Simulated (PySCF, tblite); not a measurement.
Species: C4H4F3OS (charge -1).
Structure used (GFN2-xTB), in Å, numbered top down from 1:
```xyz
13
C4H4F3OS angstrom
O      0.4609   -1.1481    1.7242
C      0.5312   -0.6179    0.6174
C     -0.4708   -0.6673   -0.4591
C     -1.6049    0.3948   -0.1849
S     -2.8372    0.3281   -1.4602
C      1.7187    0.3256    0.3364
F      2.6319    0.3261    1.3211
F      1.3722    1.6176    0.1524
F      2.3944   -0.0242   -0.7872
H     -0.9567   -1.6426   -0.4767
H     -0.0338   -0.4479   -1.4330
H     -2.0511    0.1642    0.7857
H     -1.1592    1.3921   -0.1538
```

Jobs on this species (13 atoms, 80 electrons) with PySCF (density fitting) and tblite. Hardware of each: Intel Xeon at 2.50 GHz, one thread, no GPU, on a shared host. Other jobs ran on the host; a repeat could differ by tens of per cent or more.

Question: Rank these jobs by wall time, shortest first.
A. GFN2-xTB; L-BFGS relaxation
B. PBE0/pcSseg-1; shieldings, charges and field gradients, density and orbital grids written; 180 basis functions
C. GFN2-xTB; Hessian by finite differences

Answer: C (1.5 s), A (4.1 s), B (1.8 min).

All jobs:

```csv
level and settings,work,basis functions,SCF cycles,wall time
GFN2-xTB,Hessian by finite differences,–,–,1.5 s
GFN2-xTB,L-BFGS relaxation,–,–,4.1 s
PBE0/pcSseg-1,"shieldings, charges and field gradients, density and orbital grids written",180,17,1.8 min
```

Question: What do all jobs in the table cost together?

Answer: About 1.9 min; the longest takes about 95 % of that, and about 72 times as long as the shortest.
